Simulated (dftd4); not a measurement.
F₄Sn, charge -1, doublet, geometry from GFN2-xTB (such geometries of metal compounds can be far from the true shape) (a state made from the parent by changing its charge; the spin is typed, not shown lowest); D4 for pbe0 in dftd4 4.2.0.

The dftd4 input:
```
$ dftd4 mol.xyz --func pbe0 --charge -1 --json dftd4.json --noedisp --property

# file mol.xyz
5

F     -1.14349714    -1.78303274    -0.87539354
Sn     0.00000000     0.00000000     0.00000000
F     -1.36890091     1.83770533     0.04532888
F      0.67888066    -0.49971285     2.13131729
F      1.83351739     0.44504026    -1.30125264
```

Output, abridged:

```
                    ____  _____ _____     ____  _  _
      -------------|  _ \|  ___|_   _|---|  _ \| || |------------
     |             | | | | |_    | | ___ | | | | || |_           |
     |             | |_| |  _|   | ||___|| |_| |__   _|          |
     |             |____/|_|     |_|     |____/   |_|            |
     |             ===================================           |
     |            E. Caldeweyher, S. Ehlert & S. Grimme          |
     |          Mulliken Center for Theoretical Chemistry        |
     |                    University of Bonn                     |
      -----------------------------------------------------------

Rational (Becke-Johnson) damping: pbe0-D4-ATM
---------------------
  s6         1.0000
  s8         1.2007
  s9         1.0000
  a1         0.4009
  a2         5.0293
 alp        16.0000
--------------------

Atomic data, radii in Ångström:
------------------------------------------------------
   Z          R(cov)      r4/r2   hardness         EN
------------------------------------------------------
   9 F        0.8533     1.2638     0.6693     3.9800
  50 Sn       1.6800     3.4228     0.3185     1.9600
------------------------------------------------------

Atomic reference systems (in atomic units):
----------------------------------------------------------------------------
   Z        #      CN     q+Z       C6(AA)   #      CN     q+Z       C6(AA)
----------------------------------------------------------------------------
   9 F      1  0.0000  9.0000       9.7374   2  0.7408  8.7523      11.7796
  50 Sn     1  0.0000 22.0000     636.6934   2  0.9004 22.0360     540.2135
            3  1.8469 22.0437     501.2867   4  2.7705 22.0346     405.6063
            5  3.7047 22.0142     335.5240
----------------------------------------------------------------------------

Atomic properties (in atomic units):
----------------------------------------------------------------------------
     #    Z              CN          q      C6(AA)        C8(AA)   alpha(0)
----------------------------------------------------------------------------
     1    9 F        0.6017    -0.3964     13.5658      232.1276     4.2476
     2   50 Sn       2.4067     0.5857    390.1945    48973.7420    39.8132
     3    9 F        0.6017    -0.3964     13.5658      232.1276     4.2476
     4    9 F        0.6017    -0.3964     13.5658      232.1276     4.2476
     5    9 F        0.6017    -0.3964     13.5658      232.1276     4.2476
----------------------------------------------------------------------------

Molecular properties (in atomic units):
----------------------------------------
 molecular C6                1126.0513
 molecular C8               76730.6042
----------------------------------------

Dispersion energy:      -2.7853031362352E-03 Eh

[Info] JSON dump of results written to 'dftd4.json'
```
